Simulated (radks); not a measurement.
Problem. The neodymium ion Nd33+, 27 electrons, occupied as [Ar] 3d9. Calculated with a radial shooting solver on a logarithmic mesh with Libxc functionals: non-relativistic Kohn-Sham, BP86, spin-polarised, spherical densities, point nucleus; open shells are filled with parallel spins first (spin-orbit coupling, left out, can overturn this in heavy ions); relativity is left out, which matters for an element this heavy. Some entries of the table are withheld. Estimate them.

orbital,occ.,eigenvalue (eV),<r^2> (bohr^2),<r> (bohr)
1s up,1,-42457.43,0.0008554,0.02530
1s down,1,-42457.39,0.0008554,0.02530
2s up,1,-7741.975,0.01362,0.1078
2s down,1,-7738.601,0.01362,0.1078
2p up,3,-7413.391,0.01015,0.09151
2p down,3,-7410.930,0.01015,0.09148
3s up,1,-2591.754,0.08532,0.2739
3s down,1,-2588.589,0.08541,0.2741
3p up,3,(1),(2),0.2628
3p down,3,(3),(4),0.2630
3d up,5,-2195.934,0.06298,0.2325
3d down,4,-2191.697,0.06310,0.2327

Solution. 
(1) 3p up eigenvalue (eV): -2451.054
(2) 3p up <r^2> (bohr^2): 0.07962
(3) 3p down eigenvalue (eV): -2447.676
(4) 3p down <r^2> (bohr^2): 0.07972
